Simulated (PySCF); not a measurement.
# Lead: a sound run and one with changed settings

Sound run: Pb⁺ [Xe] 4f14 5d10 6s2 6p1, Pb²⁺ [Xe] 4f14 5d10 6s2. Computed with PySCF 2.14 in def2-SVP with the def2 core potential (60 electrons), with scalar relativity through the core potential. The sound run starts from symmetry-adapted Hartree-Fock orbitals and uses a fine grid where one is needed.

Changed run: 14 angular points. This setting is unsound on purpose.

```
species  method  sound run (hartree)  changed run (hartree)  converged
    Pb⁺     UHF           -191.59193             -191.59193        yes
    Pb⁺   M06-L           -192.69472             -192.69424        yes
    Pb⁺  r2SCAN           -192.66149             -192.66107        yes
   Pb²⁺     UHF           -191.10802             -191.10802        yes
   Pb²⁺   M06-L           -192.21076             -192.21076        yes
   Pb²⁺  r2SCAN           -192.15517             -192.15517        yes
```

Ionisation energy of Pb⁺:

```csv
method,sound run (eV),changed run (eV)
UHF,13.168,13.168
M06-L,13.169,13.156
r2SCAN,13.778,13.766
```

A coarse angular grid integrates products of high-l functions wrongly, so density functionals can shift, and the SCF can exploit the error; Hartree-Fock and MP2 need no grid.

For comparison, NIST gives 15.032 eV between the lowest levels.
